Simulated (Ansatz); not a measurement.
Reaction (formal exchange of groups at the Sn–Cl bond): tin tetrachloride + `C#N` → `N#[C][Sn]([Cl])([Cl])[Cl]` + HCl

Program: Ansatz. Geometries: PBE0-D4/def2-TZVP. ΔE: electronic, gas phase. CCSD(T)/CBS adds triple-zeta CCSD(T) − MP2 to the extrapolated MP2 energy (def2 sets, frozen cores). This one scheme is used for every species. DFT in def2-TZVPP. HSE06 is defined as in plane-wave codes. Elements past krypton have def2 core potentials. For Sn outer-core shells are correlated without core-valence functions, which leaves a few kJ/mol of doubt a bond.

`[Cl][Sn]([Cl])([Cl])[Cl]`:

Z-matrix (Å, degrees):
```
Sn
Cl 1 2.288
Cl 1 2.288 2 109.5
Cl 1 2.287 2 109.5 3 120.0
Cl 1 2.288 2 109.5 3 -120.0
```

`C#N`:

Z-matrix (Å, degrees):
```
C
N 1 1.146
H 1 1.069 2 180.0
```

`N#[C][Sn]([Cl])([Cl])[Cl]`:

```xyz
6

N     1.821   -1.548   -1.301
C     1.053   -0.891   -0.750
Sn   -0.346    0.295    0.248
Cl   -1.002   -0.779    2.152
Cl   -2.143    0.627   -1.121
Cl    0.617    2.297    0.773
```

HCl:

Cartesian coordinates in Å:
```
Cl 0.362 -0.123 0.513
H -0.362 0.123 -0.513
```

(1) Is it downhill or uphill in electronic energy at CCSD(T)/CBS, and by how much? (An estimate is asked.)

(2) What do these levels give: HSE06-D4, PBE, LC-ωPBE, HF/def2-SVP, SCS-MP2/def2-QZVPP, MP2/CBS(def2)? (An estimate is asked.)

Largest T1 diagnostic among the species: 0.014.

Answers

(1) Computed: Uphill: ΔE = +18.6 kcal/mol.

(2) The calculation gave: HSE06-D4 19.5, PBE 19.3, LC-ωPBE 18.3, HF/def2-SVP 21.0, SCS-MP2/def2-QZVPP 18.1, MP2/CBS(def2) 19.3 kcal/mol.

At CCSD(T), def2-SVP lies −0.9 kcal/mol from the extrapolated value and def2-TZVPP −2.2 kcal/mol. In def2-TZVPP, CCSD(T) changes the Hartree–Fock value by −3.9 kcal/mol (the triples alone add −0.3 kcal/mol) and MP2 by −3.2 kcal/mol. Leaving LDA and LC-ωPBE aside and taking each functional with its dispersion term where it has one, the values, not all of them listed here, spread over 1.9 kcal/mol, from PBE-QIDH to BHLYP-D4.
